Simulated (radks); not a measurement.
Question: Mn, configuration [Ar] 3d4.5 4s1 4p1.5 (fractional occupations, a model configuration). Method: non-relativistic Kohn-Sham, TPSS, spin-polarised, spherical densities, point nucleus; open shells are filled with parallel spins first; meta-GGA in the generalised Kohn-Sham scheme; computed with a radial shooting solver on a logarithmic mesh with Libxc functionals. Some entries of the table are withheld. Estimate them.

orbital,occ.,eigenvalue (hartree),<r> (bohr)
1s up,1,-234.8821,0.06152
1s down,1,-234.8799,0.06152
2s up,1,-27.21872,0.2823
2s down,1,-27.14645,0.2818
2p up,3,-23.30136,0.2485
2p down,3,-23.24274,0.2480
3s up,1,-3.36224,0.8557
3s down,1,-3.17096,0.8583
3p up,3,(1),(2)
3p down,3,(3),(4)
3d up,4.5,-0.46265,1.127
4s up,1,-0.27947,2.858
3d down,0,-0.27868,1.170
4p up,1.5,-0.11356,3.705

Answer: 
(1) 3p up eigenvalue (hartree): -2.24019
(2) 3p up <r> (bohr): 0.9005
(3) 3p down eigenvalue (hartree): -2.04800
(4) 3p down <r> (bohr): 0.9057
